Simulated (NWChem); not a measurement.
# MoO$_{3}$

```xyz
4

Mo     0.1438     0.1374     0.0000
O      0.3055    -0.8237     1.3971
O      0.3055    -0.8237    -1.3971
O     -1.3661     0.9260     0.0000
```
Charge 0, spin multiplicity 1.

The numbers come from NWChem runs, not from measurements. All single points use one geometry, from B3LYP/def2-SVP with def2 effective core potentials on Mo, a minimum by its harmonic frequencies.

Symmetry labels belong to the abelian group Cs used in the runs, with the axes of the coordinates shown; states degenerate in a higher group split over its labels.

Effective core potentials replace the inner electrons of Mo; spin-orbit coupling is left out. The structure started from a generated list of species.

List the lowest 6 singlet excitations that CIS/def2-SVP with def2 effective core potentials on Mo gives, with oscillator strengths.


```tsv
state	symmetry	energy (eV)	wavelength (nm)	f
1	a'	4.13	300	0.005
2	a"	4.24	292	0.011
3	a'	4.24	292	0.011
4	a"	4.32	287	0.000
5	a'	4.77	260	0.004
6	a"	4.77	260	0.004
```
